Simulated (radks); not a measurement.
Results of a calculation; reference values are marked as such.
Species: Dy4+. Configuration: [Xe] 4f6 5d2 (not the ground configuration).

Level of theory: Dirac Kohn-Sham, PBEsol, spin-unpolarised, spherical densities, point nucleus; open shells fill j = l - 1/2 first (a radial shooting solver on a logarithmic mesh with Libxc functionals).

Energy parts (eV):
part                      energy
total                 -330874.86
kinetic                363043.57
electron-nucleus      -811753.30
Hartree                124840.54
exchange-correlation    -7005.67

Orbitals (lengths in bohr, moments of r in powers of bohr):
orbital,occ.,eigenvalue (eV),<r^2>,<r>,<1/r>
1s1/2,2,-53651.70,0.0006096,0.02112,74.57
2s1/2,2,-8991.461,0.009467,0.08925,17.86
2p1/2,2,-8554.578,0.006851,0.07440,17.83
2p3/2,4,-7755.112,0.008079,0.08146,15.61
3s1/2,2,-2062.640,0.06284,0.2343,6.520
3p1/2,2,-1872.181,0.05835,0.2239,6.436
3p3/2,4,-1706.292,0.06530,0.2373,5.872
3d3/2,4,-1378.778,0.05179,0.2098,5.753
3d5/2,6,-1342.588,0.05372,0.2140,5.614
4s1/2,2,-467.1921,0.3129,0.5265,2.749
4p1/2,2,-391.8361,0.3267,0.5358,2.644
4p3/2,4,-353.8528,0.3631,0.5652,2.453
4d3/2,4,-229.4153,0.4052,0.5916,2.246
4d5/2,6,-222.3957,0.4188,0.6016,2.200
4f5/2,6,-72.1963,0.6091,0.7034,1.776
4f7/2,0,-71.0608,0.6210,0.7101,1.759
5s1/2,2,-103.5099,1.637,1.209,1.114
5p1/2,2,-80.6503,1.951,1.317,1.011
5p3/2,4,-74.2706,2.177,1.392,0.9455
5d3/2,2,-42.3476,3.557,1.767,0.7299
5d5/2,0,-41.5702,3.672,1.796,0.7167

The highest occupied level is 5d3/2 at -42.348 eV. The configuration is held as typed, so some empty levels lie below it. Summed over all electrons, <r^2> = 34.62 bohr^2, which gives a Langevin (diamagnetic) susceptibility term of -27.4 x 10^-6 cm^3/mol. The density falls to 0.001 e/bohr^3 at r = 3.28 bohr.
